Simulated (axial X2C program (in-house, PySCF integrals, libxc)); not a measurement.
# CBr⁺: from the spin-free to the two-component result

Computed with an in-house all-electron X2C program for linear molecules (integrals from PySCF). Spin-free means the one-electron spin-free X2C Hamiltonian; two-component (2c) means X2C with spin–orbit coupling and atomic mean-field two-electron Coulomb and Gaunt terms, so the difference of the two also holds small scalar two-electron terms. Basis: Br dyall-cv3z [8s9p6d4f1g], C dyall-v3z [7s6p2d1f] (cores contracted in-house); Gaussian nuclei, density fitting, unrestricted open shells. Masses: Br 78.918 u, C 12.000 u.

Spin-free state: M_S = 0, Λ = 0 (closed shell); fragments Br + C+ for PBE0, MP2, PBE; Br+ + C for HF.

```csv
level,Re (Å),ωe (cm⁻¹),De (eV),μ (D)
PBE0,1.691,993.0,6.337,0.35
HF,1.675,1042.4,3.549,0.72
MP2,1.683,1036.9,6.190,n/a
PBE,1.714,931.9,6.963,0.35
```

Correlated methods: 10 electrons correlated (number of frozen shells: Br 3 s, 2 p, 1 d; C 1 s), 190 virtual spin orbitals or spinors in MP2.

Dipoles are positive if C is the positive end and refer to the centre of mass.

Two-component determinant lowest at the distance of the search:

Ω = 0 (closed shell); fragments Br + C+ for PBE0, MP2, PBE; Br+ + C for HF.

| level | Re (Å) | ωe (cm⁻¹) | De (eV) | μ (D) |
| --- | --- | --- | --- | --- |
| PBE0 | 1.692 | 990.9 | 6.241 | 0.35 |
| HF | 1.676 | 1040.1 | n/a | 0.72 |
| MP2 | 1.684 | 1035.1 | 6.053 | n/a |
| PBE | 1.715 | 930.1 | 6.862 | 0.34 |

Task: From the two tables, how do the constants change at the MP2 level (2c against spin-free)?

Result: At the MP2 level Re goes up by 0.001 Å and ωe falls by 1.8 cm⁻¹; De changes by -0.137 eV.

Occupations by symmetry block were frozen at the best pattern of an incomplete PBE0 search. The closed shell is kept restricted, so the energy runs too high when the bond is stretched far. De is counted from the lowest determinant-based energies of the atoms at the same level, without counterpoise correction. De is not given where an atomic determinant may have missed its ground term or J level, or where the truncated virtual space spoils (T). In 2c an atomic determinant is not the ground J level, so De misses part of the atomic spin–orbit lowering. This holds for PBE0, PBE. Without a current term, density functionals place determinants with orbital angular momentum somewhat too high.
